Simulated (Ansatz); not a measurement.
Stepwise reaction of `[OH][In]([OH])[Cl]` with hydrogen chloride, as a gas-phase model of exchange steps in deposition or etching. ΔE in kJ/mol.

Isolated molecules relaxed with PBE0-D4/def2-TZVP in Ansatz; ΔE leaves out vibrations. CBS: MP2 limit from def2 TZ/QZ plus the TZ coupled-cluster correction, frozen cores. This one scheme is used for every species. Functionals use def2-TZVPP. B3LYP here is the variant with VWN-RPA as its local correlation; programs differ in this. Elements past krypton have def2 core potentials. For In outer-core shells are correlated without core-valence functions, which leaves a few kJ/mol of doubt a bond. One conformer a species, not always the lowest.

```csv
step,reaction,PBE-D4,B3LYP-D4,ωB97M-V,CCSD(T)/CBS
1,`[OH][In]([OH])[Cl]` + HCl → `[OH][In]([Cl])[Cl]` + H₂O,-82.6,-86.3,-87.6,-85.8
```

(1) Give the row of step 2, `[OH][In]([Cl])[Cl]` + HCl → `[Cl][In]([Cl])[Cl]` + H₂O. (An estimate is asked.)

(2) By hand: ΔE of the 2 steps together at CCSD(T)/CBS.

Results:

(1) The calculation gave: 
```tsv
step	reaction	PBE-D4	B3LYP-D4	ωB97M-V	CCSD(T)/CBS
2	`[OH][In]([Cl])[Cl]` + HCl → `[Cl][In]([Cl])[Cl]` + H₂O	-79.1	-83.5	-84.8	-83.2
```

(2) (-85.8) + (-83.2) = -169.0 kJ/mol, or -84.5 kJ/mol a step.

In ΔE the steps differ by no more than 2.6 kJ/mol. All are downhill at CCSD(T)/CBS. PBE-D4 differs from CCSD(T)/CBS by 3.2 to 4.1 kJ/mol a step. Isolated molecules leave out the surface, adducts and barriers. Largest T1 diagnostic: 0.016.
